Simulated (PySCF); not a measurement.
Two-dimensional NMR puzzle

Compound of formula C7H5F3O. Correlations simulated from computed shifts and the bond graph:

HSQC (one-bond C–H):
```csv
δH,δC
7.75,135.5
7.58,122.6
7.52,130.5
```

COSY cross peaks (H two or three bonds apart, from the bond graph; peaks can be absent where the dihedral angle is near 90°):
```csv
δH,δH
7.75,7.58
7.75,7.52
```

HMBC (two and three bonds, from the bond graph):
```csv
δH,δC
7.75,"158.3, 135.5, 130.5, 122.6"
7.58,"158.3, 135.5, 130.5, 122.6"
7.52,"135.5, 122.6"
```

Carbons without hydrogens: δ 158.3, 130.1.

Computed data (PySCF 2.14): structure optimised with GFN2-xTB, shielding tensors at PBE0/pcSseg-1 (GIAO). Non-relativistic, a single conformation, no solvent model, equivalent nuclei averaged.

References, each an isolated molecule treated in the same way: ¹H (31.72 ppm), ¹³C (186.93 ppm) vs TMS.

Exchangeable hydrogens are left out of these lists.

Q: Which molecule is this?

A: SMILES FC(F)(F)Oc1ccccc1.

Atoms are numbered as in `[F:1][C:2]([F:3])([F:4])[O:5][c:6]1[cH:7][cH:8][cH:9][cH:10][cH:11]1`. Each H is labelled by its parent atom.

δC 158.3 is C6, an aromatic carbon bearing oxygen. δC 135.5 is C8/C10, an aromatic CH (δH 7.75). δC 130.5 is C9, an aromatic CH (δH 7.52). δC 130.1 is C2, a CF3 carbon. δC 122.6 is C7/C11, an aromatic CH (δH 7.58). HMBC from δH 7.75 reaches the proton-free carbon C6. HMBC from δH 7.58 reaches the proton-free carbon C6. COSY links 7.75–7.58, 7.75–7.52.

The data come from this structure; uniqueness wasn't tested.

Shifts are as computed. Against solution values, carbons near 30 ppm lie about +3 ppm off and those near 130 ppm about +5 ppm. Of 1211 compounds with measured shifts, 218 miss one by over three times the rms of a fit or turn the order of signals round; such compounds aren't used in these exercises.
